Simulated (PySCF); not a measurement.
Ionisation energy of W²⁺ by level of theory

W²⁺ [Xe] 4f14 5d4 (5D) → W³⁺ [Xe] 4f14 5d3 (4F), as a difference of total energies. Calculation: PySCF 2.14, in x2c-TZVPPall (11s7p7d3f1g, 97 functions); the spin-free X2C one-electron Hamiltonian (Gaussian nucleus). Correlated levels: valence: [Xe] 4f14 frozen. The calculations carry no spin-orbit coupling.

| method | ionisation energy (eV) |
| --- | --- |
| UHF | 24.768 |
| MP2 (valence) | 25.609 |
| SCS-MP2 (valence) | 25.377 |
| CCSD (valence) | 25.711 |
| CCSD(T) (valence) | 25.727 |

How much does correlation contribute at CCSD(T) (valence)?

25.727 − (24.768) = 0.959 eV, measured against UHF.

A first-order spin-orbit estimate (lowest level to lowest level, LS coupling) adds -0.249 eV.

Errors of the correlated levels include the incompleteness of this basis and the frozen core.

For comparison: 26 ± 0.4 eV (semi-empirical (NIST evaluation); NIST Atomic Spectra Database, ionization energies).
